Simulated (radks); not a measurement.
The numbers below are computed, except where a source is named.
Task: The europium ion Eu3+ is in [Xe] 4f6. Code: a radial shooting solver on a logarithmic mesh with Libxc functionals. Model: scalar-relativistic Kohn-Sham, PBE, spin-polarised, spherical densities, finite nucleus; Fermi nuclear charge, rms radius of each element as measured or else 0.836 A^(1/3) + 0.57 fm. Open shells are filled with parallel spins first. One electron is removed from 4f, 5p, 5s, 4d in turn, with full relaxation. Which removal costs least, and what does each cost?

Result: 4f 44.457 eV; 5p 56.110 eV; 5s 78.299 eV; 4d 173.61 eV. The 4f electron leaves first.
